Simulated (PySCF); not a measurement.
## Excitation energy of Os²⁺ by level of theory

Os²⁺ [Xe] 4f14 5d6 (5D) → Os²⁺ [Xe] 4f14 5d5 6p1 (7P), as a difference of total energies. Computed with PySCF 2.14 in aug-cc-pVTZ-PP with ECP60MDF (6s6p5d3f2g, 88 functions), with a scalar-relativistic core potential. Correlated levels: valence: 5s2 5p6 frozen. The calculations carry no spin-orbit coupling.

| method | excitation energy (eV) |
| --- | --- |
| UHF | 6.780 |
| MP2 (valence) | 7.564 |
| SCS-MP2 (valence) | 8.109 |
| CCSD (valence) | 7.587 |
| CCSD(T) (valence) | 7.637 |

How much does correlation contribute at CCSD(T) (valence)?

7.637 − (6.780) = 0.857 eV, measured against UHF.
